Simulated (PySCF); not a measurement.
CH$_{4}$O, charge +1, doublet, at a GFN2-xTB geometry (a state made from the parent by changing its charge; the spin is typed, not shown lowest); MP2/6-31G** (PySCF).

PySCF was given this input:
```python
from pyscf import gto, scf, mp

mol = gto.M(
    atom='''
C    -0.082037    0.604932    0.114824
O     0.060677   -0.683665   -0.174940
H    -1.181986    0.862145    0.113912
H     0.624829   -1.229700    0.412463
H     0.439107    0.991989    0.997121
H     0.124851    1.215294   -0.812918
''',
    basis='6-31g**',
    charge=1,
    spin=1,
    verbose=5,
)

mf = scf.UHF(mol)
mf.kernel()

pt = mp.MP2(mf, frozen=2)
pt.kernel()
print('E(MP2) = %.10f' % pt.e_tot)
```

Output, abridged:

```
PySCF version 2.14.0

[INPUT] verbose = 5
[INPUT] max_memory = 4000
[INPUT] num. atoms = 6
[INPUT] num. electrons = 17
[INPUT] charge = 1
[INPUT] spin (= nelec alpha-beta = 2S) = 1
[INPUT] symmetry False subgroup None
[INPUT] Mole.unit = angstrom
[INPUT] Symbol           X                Y                Z      unit          X                Y                Z       unit  Magmom
[...]
[INPUT] ---------------- BASIS SET ----------------
[INPUT] l, kappa, [nprim/nctr], expnt,             c_1 c_2 ...
[INPUT] H
[...]
                                2.8253937         0.23472695
                                0.6401217         0.81375733
[...]
[INPUT] C
[...]
                                457.36951         0.0140373
                                103.94869         0.0688426
                                29.210155         0.2321844
                                9.286663          0.4679413
                                3.163927          0.362312
[...]
                                1.8812885         -0.1608542
                                0.5442493         1.1434564
[...]
                                1.8812885         0.316424
                                0.5442493         0.7443083
[...]
[INPUT] O
[...]
                                825.23495         0.0139501
                                188.04696         0.0684451
                                52.9645           0.2327143
                                16.89757          0.470193
                                5.7996353         0.3585209
[...]
                                3.5999336         -0.1480263
                                1.0137618         1.130767
[...]
                                3.5999336         0.3397528
                                1.0137618         0.7271586
[...]
nuclear repulsion = 41.3191731298396
number of shells = 24
number of NR pGTOs = 82
number of NR cGTOs = 48
basis = 6-31g**
ecp = {}

******** <class 'pyscf.scf.uhf.UHF'> ********
method = UHF
initial guess = minao
damping factor = 0
level_shift factor = 0
DIIS = <class 'pyscf.scf.diis.CDIIS'>
diis_start_cycle = 1
diis_space = 8
diis_damp = 0
SCF conv_tol = 1e-09
SCF conv_tol_grad = None
SCF max_cycles = 50
direct_scf = True
direct_scf_tol = 1e-13
number electrons alpha = 9  beta = 8
Set gradient conv threshold to 3.16228e-05
E1 = -237.0180140630976  E2 = 80.54891268189715  Ecoul = 95.23637204571703  Exc = -14.687459363819883
init E= -115.149928251361
cond(S) = 352.08758072340885

  alpha mo_energy =
[-20.7998343  -11.32706618  -1.73688444  -1.10537552  -0.73026102
  -0.60747465  -0.58748731  -0.40582402  -0.30693157   0.13206608
   0.19586768   0.25478077   0.26716748   0.32894141   0.72334349
   0.72334621   0.76156058   0.95277419   0.99979686   1.03229091
   1.06282723   1.115948     1.1175943    1.19063423   1.38715402
   1.54998102   1.57583184   1.77736905   1.81436975   2.06777573
   2.14148369   2.23469063   2.25838311   2.3211277    2.46388333
   2.53644637   2.70737776   2.71833299   2.80654929   2.84684609
   3.04023853   3.08197528   3.1320673    3.23369448   3.46248148
   3.65735273   3.68565039   3.90892636]
  beta  mo_energy =
[-20.7998343  -11.32706618  -1.73688444  -1.10537552  -0.73026102
  -0.60747465  -0.58748731  -0.40582402  -0.30693157   0.13206608
   0.19586768   0.25478077   0.26716748   0.32894141   0.72334349
   0.72334621   0.76156058   0.95277419   0.99979686   1.03229091
   1.06282723   1.115948     1.1175943    1.19063423   1.38715402
   1.54998102   1.57583184   1.77736905   1.81436975   2.06777573
   2.14148369   2.23469063   2.25838311   2.3211277    2.46388333
   2.53644637   2.70737776   2.71833299   2.80654929   2.84684609
   3.04023853   3.08197528   3.1320673    3.23369448   3.46248148
   3.65735273   3.68565039   3.90892636]
multiplicity <S^2> = 0.75  2S+1 = 2
E1 = -231.54764277228014  E2 = 75.64066766924998  Ecoul = 89.98047490073354  Exc = -14.339807231483562
cycle= 1 E= -114.587801973191  delta_E= 0.562  |g|= 0.354  |ddm|= 1.35
  alpha mo_energy =
[-2.09302178e+01 -1.18568400e+01 -1.78422718e+00 -1.35390696e+00
 -1.09103946e+00 -1.03785932e+00 -1.02855182e+00 -8.58643000e-01
 -8.27930233e-01 -6.97224154e-02 -4.37186887e-02 -3.54065527e-02
  1.62245851e-02  8.23040288e-02  3.77448134e-01  4.13555792e-01
  4.34337803e-01  6.60706879e-01  6.72566418e-01  7.47969794e-01
  7.85310182e-01  8.54469777e-01  8.75987576e-01  9.49241526e-01
  1.07681615e+00  1.19810645e+00  1.28963643e+00  1.51007713e+00
  1.54325413e+00  1.78380661e+00  1.78606920e+00  1.89111952e+00
  1.91481787e+00  1.97296547e+00  2.08673613e+00  2.22464845e+00
  2.39207612e+00  2.39998303e+00  2.47719450e+00  2.53362046e+00
  2.69214343e+00  2.76194523e+00  2.80111172e+00  2.92359361e+00
  3.11277448e+00  3.28912219e+00  3.32785191e+00  3.61031521e+00]
  beta  mo_energy =
[-2.09173198e+01 -1.18513366e+01 -1.74330313e+00 -1.28705796e+00
 -1.07705410e+00 -9.94090333e-01 -8.77258683e-01 -8.37385439e-01
 -3.90148796e-01 -5.93449543e-02 -2.09188902e-02  1.91276976e-02
  2.79451547e-02  9.21041834e-02  4.12163968e-01  4.23493212e-01
  4.45359744e-01  6.85002340e-01  7.06892304e-01  7.79540352e-01
  7.94443378e-01  8.66520947e-01  9.42934335e-01  9.60906390e-01
  1.10273681e+00  1.23408025e+00  1.30275740e+00  1.52735229e+00
  1.57378471e+00  1.79876802e+00  1.81754423e+00  1.90356986e+00
  1.94682917e+00  1.99341583e+00  2.12306442e+00  2.24032979e+00
  2.40857617e+00  2.42187054e+00  2.49164439e+00  2.54617223e+00
  2.70853891e+00  2.77493816e+00  2.82005389e+00  2.93712509e+00
  3.12527089e+00  3.31313176e+00  3.33440662e+00  3.61568273e+00]
multiplicity <S^2> = 0.75504479  2S+1 = 2.0050384
E1 = -232.6074874945162  E2 = 76.63169774316685  Ecoul = 91.08654039087723  Exc = -14.454842647710379
cycle= 2 E= -114.65661662151  delta_E= -0.0688  |g|= 0.179  |ddm|= 0.377
  alpha mo_energy =
[-2.10271738e+01 -1.15976297e+01 -1.78748866e+00 -1.28890205e+00
 -1.06569571e+00 -1.01335052e+00 -9.92438263e-01 -8.38126169e-01
[...]
  beta  mo_energy =
[-21.00827019 -11.56886163  -1.72310539  -1.24620283  -1.04901784
  -0.96853237  -0.82268894  -0.81204273  -0.26924173  -0.05634336
   0.03355636   0.07861668   0.07897421   0.13329281   0.48561189
   0.50786064   0.51449953   0.69075965   0.79755754   0.82099386
   0.88025438   0.8945952    0.9545268    0.95793814   1.14020071
   1.3005147    1.32574357   1.53033127   1.56050011   1.81205713
   1.90425523   1.99440842   2.03088407   2.08624581   2.23675768
   2.27254222   2.41883149   2.48911969   2.54124642   2.56476024
   2.80520239   2.83560028   2.89285761   2.97451263   3.23070487
   3.38859016   3.45124537   3.65211406]
multiplicity <S^2> = 0.76677784  2S+1 = 2.016708
E1 = -232.29831960986957  E2 = 76.29396279704093  Ecoul = 90.81540994421493  Exc = -14.521447147174001
cycle= 12 E= -114.685183682989  delta_E= -6.15e-08  |g|= 3.68e-05  |ddm|= 0.000507
  alpha mo_energy =
[-21.04845659 -11.56679296  -1.8427889   -1.27657224  -1.07964921
  -1.07254928  -1.00723818  -0.83022593  -0.78737705  -0.0676279
   0.02664816   0.05476223   0.076093     0.12405539   0.4674722
   0.50337094   0.50872943   0.68355356   0.76913036   0.80104208
   0.80737482   0.86539031   0.87557918   0.94939761   1.11605736
   1.26533945   1.30965439   1.49759617   1.50068848   1.79059433
   1.87603347   1.98958507   2.00675902   2.06868324   2.21686268
   2.25126148   2.40203047   2.46695778   2.52139684   2.55661938
   2.79459868   2.82126219   2.87726261   2.96470358   3.22383839
   3.38155946   3.4403065    3.64745969]
  beta  mo_energy =
[-21.00828349 -11.56885836  -1.72311187  -1.24620423  -1.04901825
  -0.96853357  -0.82270336  -0.8120404   -0.26922147  -0.05634911
   0.03356177   0.07861953   0.07897332   0.13329516   0.48561155
   0.50786375   0.51450133   0.69075312   0.79756186   0.82099467
   0.88025184   0.8945986    0.95452632   0.95793803   1.14019942
   1.30051499   1.32574277   1.53032596   1.5604939    1.81205317
   1.90425908   1.99441107   2.03088883   2.08624824   2.23676761
   2.27253987   2.41882592   2.48912022   2.54123937   2.56476163
   2.80520809   2.83560079   2.89285972   2.9745118    3.23070895
   3.38858898   3.45125416   3.6521136 ]
multiplicity <S^2> = 0.76677544  2S+1 = 2.0167057
E1 = -232.2983506362699  E2 = 76.29399382099311  Ecoul = 90.81545638047976  Exc = -14.52146255948665
cycle= 13 E= -114.685183685437  delta_E= -2.45e-09  |g|= 1.34e-05  |ddm|= 9.74e-05
  alpha mo_energy =
[-21.04845323 -11.56679171  -1.84278401  -1.27657204  -1.07964792
  -1.07254367  -1.00723717  -0.83022669  -0.78737791  -0.06762625
   0.02664682   0.05476046   0.0760929    0.12405467   0.46747194
   0.50337089   0.50872856   0.68355558   0.76912915   0.8010452
   0.80737398   0.86539205   0.8755791    0.94939751   1.11605751
   1.26533957   1.30965491   1.49759806   1.50069115   1.79059574
   1.87603237   1.98958456   2.00675744   2.06868288   2.21685955
   2.25126245   2.40203203   2.46695778   2.52139913   2.55661907
   2.79459721   2.82126231   2.87726216   2.96470389   3.22383755
   3.38156012   3.44030402   3.64746015]
  beta  mo_energy =
[-21.00828154 -11.56885522  -1.72311033  -1.24620185  -1.04901645
  -0.96853204  -0.82269858  -0.81204049  -0.26922725  -0.05634752
   0.0335608    0.07861954   0.07897335   0.13329468   0.48561144
   0.50786492   0.51450288   0.6907552    0.79756136   0.82099453
   0.88024971   0.89459889   0.9545261    0.9579383    1.14019974
   1.3005166    1.32574413   1.53032687   1.56049583   1.81205414
   1.90425842   1.99441124   2.03088643   2.08624832   2.23676507
   2.27253983   2.41882753   2.48911893   2.54124151   2.56476056
   2.8052063    2.83560158   2.89285913   2.97451238   3.23070793
   3.38858958   3.45125276   3.65211424]
multiplicity <S^2> = 0.76677431  2S+1 = 2.0167046
E1 = -232.29833645477842  E2 = 76.29397963919754  Ecoul = 90.81543773646926  Exc = -14.521458097271719
cycle= 14 E= -114.685183685741  delta_E= -3.04e-10  |g|= 3.9e-06  |ddm|= 3.56e-05
  alpha mo_energy =
[-21.04845113 -11.5667956   -1.84278354  -1.27657251  -1.07964785
  -1.07254275  -1.00723711  -0.83022741  -0.78737867  -0.06762628
   0.02664631   0.05475956   0.07609205   0.12405423   0.46747112
   0.50336983   0.50872757   0.68355573   0.76912823   0.80104574
   0.80737342   0.86539153   0.8755791    0.94939716   1.11605727
   1.2653388    1.30965447   1.49759802   1.50069134   1.79059548
   1.87603165   1.98958358   2.00675674   2.06868195   2.21685875
   2.25126228   2.4020318    2.46695708   2.52139919   2.55661838
   2.79459646   2.82126154   2.87726122   2.96470342   3.22383652
   3.38155974   3.44030268   3.64745944]
  beta  mo_energy =
[-21.00827978 -11.56885899  -1.7231105   -1.2462023   -1.04901699
  -0.96853244  -0.82269817  -0.81204146  -0.2692288   -0.05634753
   0.03356029   0.07861918   0.07897271   0.13329417   0.48561055
   0.50786412   0.51450179   0.69075529   0.79756061   0.82099374
   0.880249     0.89459841   0.95452613   0.95793802   1.14019952
   1.3005159    1.32574376   1.53032668   1.5604959    1.81205381
   1.90425767   1.99441021   2.03088572   2.08624731   2.23676429
   2.27253951   2.41882733   2.48911813   2.54124151   2.56475982
   2.80520549   2.83560085   2.89285821   2.97451188   3.23070681
   3.3885891    3.45125153   3.65211348]
multiplicity <S^2> = 0.76677408  2S+1 = 2.0167043
E1 = -232.29833612350257  E2 = 76.2939793079084  Ecoul = 90.81543670022143  Exc = -14.521457392313025
Extra cycle  E= -114.685183685755  delta_E= -1.33e-11  |g|= 2.05e-06  |ddm|= 4.33e-06
converged SCF energy = -114.685183685755  <S^2> = 0.76677408  2S+1 = 2.0167043

******** <class 'pyscf.mp.ump2.UMP2'> ********
nocc = (np.int64(7), np.int64(6)), nmo = (46, 46)
frozen orbitals 2
transform (ia|jb) incore
E(UMP2) = -114.980676808062  E_corr = -0.295493122307723
E(SCS-UMP2) = -114.979775984306  E_corr = -0.294592298551331
E_corr(same-spin) = -0.0692301325591585
E_corr(oppo-spin) = -0.226262989748565
E(MP2) = -114.9806768081
```
